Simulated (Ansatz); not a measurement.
`C[Te][GeH3]` + `C=CF` → `C=C(F)[Te]C` + GeH₄  (formal exchange of groups at a Te–Ge bond)

Gas-phase electronic energies from Ansatz, PBE0-D4/def2-TZVP geometries. CCSD(T)/CBS is the MP2 limit (def2-TZVPP, def2-QZVPP) plus CCSD(T) − MP2 in def2-TZVPP, frozen cores. Functionals use def2-TZVPP. B3LYP here is the variant with VWN-RPA as its local correlation; programs differ in this. def2 core potentials past Kr. For Ge, Te outer-core shells are correlated without core-valence functions, which leaves a few kJ/mol of doubt a bond. Scalar relativity is left out up to krypton. Each species was taken in one conformer, which may not be the lowest.

| level | ΔE (kJ/mol) | difference from CCSD(T)/CBS |
| --- | --- | --- |
| B3LYP-D4 | 94.5 | 0.1 |
| ωB97X-V | 92.7 | -1.7 |
| ωB97M-V | 94.0 | -0.4 |
| B2PLYP | 95.2 | 0.8 |
| HF/def2-TZVPP | 112.1 | 17.7 |
| CCSD(T)/def2-TZVPP | 91.7 | -2.7 |
| HF/def2-QZVPP | 111.2 | 16.8 |
| HF/CBS(def2) | 111.1 | 16.7 |
| MP2/CBS(def2) | 96.3 | 1.9 |
| CCSD/CBS(def2) | 98.3 | 3.9 |
| CCSD(T)/CBS | 94.4 | 0 |

Largest T1 diagnostic among the species: 0.012.

From PBE to PBE0 (25 % exact exchange), in def2-TZVPP and without D4, ΔE moves by +7.4 kJ/mol. In def2-TZVPP, CCSD(T) changes the Hartree–Fock value by −20.4 kJ/mol (the triples alone add −3.9 kJ/mol) and MP2 by −18.5 kJ/mol.
